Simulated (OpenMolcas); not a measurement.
**Exact exchange and the vertical energy of the quartet above the doublet of SiH3O4**

SiH3O4: 8 atoms, total charge 0, spin state doublet. As SMILES, `[O][Si](O)(O)O`. Geometry: relaxed at PBE0-D4/def2-TZVP. This is one conformer, not always the lowest.

The vertical energy of the quartet above the doublet y, in eV, basis 6-31G(d); a is the functional's share of exact exchange. Programs: OpenMolcas 26.06.

| functional | program | a | y (eV) |
| --- | --- | --- | --- |
| U-revPBE | OpenMolcas | 0 | 7.04 |
| UPBE | OpenMolcas | 0 | 6.97 |
| UB3LYP | OpenMolcas | 0.2 | ? |
| UPBE0 | OpenMolcas | 0.25 | 8.09 |
| UBHLYP | OpenMolcas | 0.5 | 8.57 |

Fit y = c + s·a to the known rows and predict UB3LYP.


1. Means of the 4 rows: a = 0.1875, y = 7.668.
2. Σ(Δa)² = 0.17188, Σ(Δa·Δy) = 0.55688, so the slope is 0.55688/0.17188 = 3.2399.
3. Intercept: 7.668 − (3.2399) × 0.1875 = 7.061. The largest residual of the fit is 0.22.
4. UB3LYP: 7.061 + (3.2399) × 0.2 = 7.71 eV.

The run gave 7.84 eV, so the prediction is off by -0.13 eV, within the largest residual.
